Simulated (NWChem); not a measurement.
CH₆ClNOSi; SMILES [Si@H](CN)(Cl)O

```xyz
11

N      0.4855    -2.5923    -0.0365
C      0.9474    -1.2294    -0.2864
Si    -0.2390     0.0658     0.3826
O     -1.7654    -0.1566    -0.2348
Cl     0.4506     1.9707    -0.0921
H      0.4550    -2.7878     0.9626
H     -0.4661    -2.7157    -0.3790
H      1.0940    -1.0791    -1.3712
H      1.9500    -1.0902     0.1531
H     -0.4016    -0.0453     1.8546
H     -1.9052     0.0704    -1.1593
```
Atoms are numbered in this order, from 1.

Computed with NWChem. Structure relaxed at the PBE0/def2-SVP level.

Q: Taking TPSS/pcseg-2 as the yardstick, which of these has the fewest basis functions while keeping “highest occupied level (eV)” within 0.05 eV of it: TPSS/pcseg-1; TPSS/def2-SVP; TPSS/STO-3G; TPSS/aug-pcseg-1?

A: TPSS/aug-pcseg-1.
```json
[
 {"level": "TPSS/STO-3G", "basis functions": "39", "highest occupied level (eV)": "-2.49", "relative time (rough)": "1"},
 {"level": "TPSS/pcseg-1", "basis functions": "108", "highest occupied level (eV)": "-5.50", "relative time (rough)": "4"},
 {"level": "TPSS/def2-SVP", "basis functions": "108", "highest occupied level (eV)": "-5.23", "relative time (rough)": "3"},
 {"level": "TPSS/aug-pcseg-1", "basis functions": "177", "highest occupied level (eV)": "-5.63", "relative time (rough)": "9"},
 {"level": "TPSS/pcseg-2", "basis functions": "242", "highest occupied level (eV)": "-5.59", "relative time (rough)": "20"}
]
```

The yardstick is one finite set, not the basis-set limit.
